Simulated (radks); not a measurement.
Question: The mean radii <r> (bohr) of the occupied orbitals of an atom or ion are listed with their occupations. Calculated with a radial shooting solver on a logarithmic mesh with Libxc functionals: Dirac Kohn-Sham, PBE, spin-unpolarised, spherical densities, finite nucleus; Fermi nuclear charge, rms radius of each element as measured or else 0.836 A^(1/3) + 0.57 fm.

orbital  occ.      <r>
1s1/2       2  0.02842
2s1/2       2   0.1222
2p1/2       2   0.1033
2p3/2       4   0.1087
3s1/2       2   0.3303
3p1/2       2   0.3208
3p3/2       4   0.3321
3d3/2       4   0.3033
3d5/2       6   0.3069
4s1/2       2   0.7909
4p1/2       2   0.8326
4p3/2       4   0.8617
4d3/2       4    1.023
4d5/2       6    1.036
5s1/2       2    2.232
5p1/2       2    2.838
5p3/2       1    2.982

Name the element and its charge. Open shells, if any, fill j = l - 1/2 first.

Answer: Z = 51, antimony, charge 0: Sb in [Kr] 4d10 5s2 5p3. The 1s radius gives Z: for a bare nucleus <r> = (2 gamma + 1)/(2Z) with gamma = sqrt(1 - (Z/c)^2), 0.028 bohr for Z = 51, and screening makes it slightly larger (0.02842 here). The occupations add up to 51, and the charge is Z minus that.
